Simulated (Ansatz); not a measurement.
Reaction (isomerisation): `CC[BH][AlH2]` → `[BH2][Al]([CH3])[CH3]`

Isolated molecules relaxed with PBE0-D4/def2-TZVP in Ansatz; ΔE leaves out vibrations. CCSD(T)/CBS is the MP2 limit (def2-TZVPP, def2-QZVPP) plus CCSD(T) − MP2 in def2-TZVPP, frozen cores. DFT in def2-TZVPP. B3LYP here is the variant with VWN-RPA as its local correlation; programs differ in this. HSE06 is defined as in plane-wave codes. Each species was taken in one conformer, which may not be the lowest.

`CC[BH][AlH2]`:

Cartesian coordinates in Å:
```
C -0.582 0.867 -1.143
C 0.505 1.034 -0.089
B 0.830 -0.165 0.852
Al -0.252 -1.997 0.956
H -1.532 0.575 -0.684
H -0.764 1.784 -1.708
H -0.313 0.089 -1.864
H 0.241 1.847 0.612
H 1.439 1.401 -0.538
H 1.766 0.007 1.594
H -1.519 -2.170 1.912
H 0.181 -3.272 0.099
```

`[BH2][Al]([CH3])[CH3]`:

Z-matrix (Å, degrees):
```
C
Al 1 1.964
H 1 1.097 2 109.6
H 1 1.095 2 111.2 3 117.3
H 1 1.093 2 114.1 3 -120.2
C 2 1.964 1 118.3 3 -74.8
B 2 2.124 1 121.0 3 105.6
H 6 1.094 2 111.9 1 31.4
H 6 1.093 2 113.6 1 154.2
H 6 1.097 2 109.5 1 -86.6
H 7 1.202 2 123.3 1 -88.9
H 7 1.202 2 123.3 1 91.1
```

```json
{"level": "PBE-D4", "ΔE (kJ/mol)": "-40.7", "difference from CCSD(T)/CBS": "5.8"}
{"level": "revPBE-D4", "ΔE (kJ/mol)": "-36.6", "difference from CCSD(T)/CBS": "9.9"}
{"level": "BLYP-D4", "ΔE (kJ/mol)": "-42.9", "difference from CCSD(T)/CBS": "3.6"}
{"level": "r2SCAN-D4", "ΔE (kJ/mol)": "-47.3", "difference from CCSD(T)/CBS": "-0.8"}
{"level": "B97M-V", "ΔE (kJ/mol)": "-26.0", "difference from CCSD(T)/CBS": "20.5"}
{"level": "PBE0-D4", "ΔE (kJ/mol)": "-40.5", "difference from CCSD(T)/CBS": "6.0"}
{"level": "B3LYP-D4", "ΔE (kJ/mol)": "-43.0", "difference from CCSD(T)/CBS": "3.5"}
{"level": "r2SCANh-D4", "ΔE (kJ/mol)": "-46.6", "difference from CCSD(T)/CBS": "-0.1"}
{"level": "HSE06-D4", "ΔE (kJ/mol)": "-40.8", "difference from CCSD(T)/CBS": "5.7"}
{"level": "BHLYP-D4", "ΔE (kJ/mol)": "-42.1", "difference from CCSD(T)/CBS": "4.4"}
{"level": "CAM-B3LYP-D4", "ΔE (kJ/mol)": "-41.5", "difference from CCSD(T)/CBS": "5.0"}
{"level": "ωB97X-V", "ΔE (kJ/mol)": "-40.2", "difference from CCSD(T)/CBS": "6.3"}
{"level": "ωB97M-V", "ΔE (kJ/mol)": "-45.0", "difference from CCSD(T)/CBS": "1.5"}
{"level": "B2PLYP", "ΔE (kJ/mol)": "-47.0", "difference from CCSD(T)/CBS": "-0.5"}
{"level": "PBE-QIDH", "ΔE (kJ/mol)": "-43.3", "difference from CCSD(T)/CBS": "3.2"}
{"level": "PBE", "ΔE (kJ/mol)": "-42.6", "difference from CCSD(T)/CBS": "3.9"}
{"level": "revPBE", "ΔE (kJ/mol)": "-46.1", "difference from CCSD(T)/CBS": "0.4"}
{"level": "BLYP", "ΔE (kJ/mol)": "-47.9", "difference from CCSD(T)/CBS": "-1.4"}
{"level": "r2SCAN", "ΔE (kJ/mol)": "-47.6", "difference from CCSD(T)/CBS": "-1.1"}
{"level": "PBE0", "ΔE (kJ/mol)": "-42.0", "difference from CCSD(T)/CBS": "4.5"}
{"level": "B3LYP", "ΔE (kJ/mol)": "-46.1", "difference from CCSD(T)/CBS": "0.4"}
{"level": "r2SCAN0", "ΔE (kJ/mol)": "-45.8", "difference from CCSD(T)/CBS": "0.7"}
{"level": "HSE06", "ΔE (kJ/mol)": "-42.1", "difference from CCSD(T)/CBS": "4.4"}
{"level": "BHLYP", "ΔE (kJ/mol)": "-43.5", "difference from CCSD(T)/CBS": "3.0"}
{"level": "LC-ωPBE", "ΔE (kJ/mol)": "-43.4", "difference from CCSD(T)/CBS": "3.1"}
{"level": "RPA@PBE/def2-TZVPP", "ΔE (kJ/mol)": "-39.4", "difference from CCSD(T)/CBS": "7.1"}
{"level": "HF/def2-SVP", "ΔE (kJ/mol)": "-26.9", "difference from CCSD(T)/CBS": "19.6"}
{"level": "MP2/def2-SVP", "ΔE (kJ/mol)": "-27.3", "difference from CCSD(T)/CBS": "19.2"}
{"level": "CCSD/def2-SVP", "ΔE (kJ/mol)": "-23.8", "difference from CCSD(T)/CBS": "22.7"}
{"level": "CCSD(T)/def2-SVP", "ΔE (kJ/mol)": "-22.6", "difference from CCSD(T)/CBS": "23.9"}
{"level": "HF/def2-TZVPP", "ΔE (kJ/mol)": "-38.1", "difference from CCSD(T)/CBS": "8.4"}
{"level": "MP2/def2-TZVPP", "ΔE (kJ/mol)": "-48.3", "difference from CCSD(T)/CBS": "-1.8"}
{"level": "CCSD/def2-TZVPP", "ΔE (kJ/mol)": "-44.0", "difference from CCSD(T)/CBS": "2.5"}
{"level": "CCSD(T)/def2-TZVPP", "ΔE (kJ/mol)": "-44.7", "difference from CCSD(T)/CBS": "1.8"}
{"level": "HF/def2-QZVPP", "ΔE (kJ/mol)": "-38.3", "difference from CCSD(T)/CBS": "8.2"}
{"level": "MP2/def2-QZVPP", "ΔE (kJ/mol)": "-49.5", "difference from CCSD(T)/CBS": "-3.0"}
{"level": "SCS-MP2/def2-QZVPP", "ΔE (kJ/mol)": "-45.7", "difference from CCSD(T)/CBS": "0.8"}
{"level": "HF/CBS(def2)", "ΔE (kJ/mol)": "-38.3", "difference from CCSD(T)/CBS": "8.2"}
{"level": "MP2/CBS(def2)", "ΔE (kJ/mol)": "-50.2", "difference from CCSD(T)/CBS": "-3.7"}
{"level": "CCSD/CBS(def2)", "ΔE (kJ/mol)": "-45.8", "difference from CCSD(T)/CBS": "0.7"}
{"level": "CCSD(T)/CBS", "ΔE (kJ/mol)": "-46.5", "difference from CCSD(T)/CBS": "0"}
```

Largest T1 diagnostic among the species: 0.011.

The D4 term adds +3.1 kJ/mol with B3LYP and +1.5 kJ/mol with PBE0; it sums over pairs of atoms, weighted by their polarisabilities, and B3LYP, whose exchange is more repulsive, gets the larger term. At CCSD(T), def2-SVP lies +23.9 kJ/mol from the extrapolated value and def2-TZVPP +1.8 kJ/mol. In def2-TZVPP, CCSD(T) changes the Hartree–Fock value by −6.6 kJ/mol (the triples alone add −0.7 kJ/mol) and MP2 by −10.3 kJ/mol.
